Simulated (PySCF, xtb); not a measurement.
C3H7FSi, SMILES F[C@H]1C[C@@H]1[SiH3].

GFN2-xTB in xtb 6.7.1 at its own geometry gives an orbital gap of 5.84 eV and a dipole moment of 2.18 D.

Geometry optimised at B3LYP-D3(BJ)/def2-SVP. The structure was generated by enumeration; whether it is a known compound was not checked.

Task: What does PySCF with PBE/def2-TZVP give? (The exact figures need the calculation; the answer reports its results.)

Result: gap 6.61 eV (levels -6.75 and -0.14 eV), dipole 1.03 D.
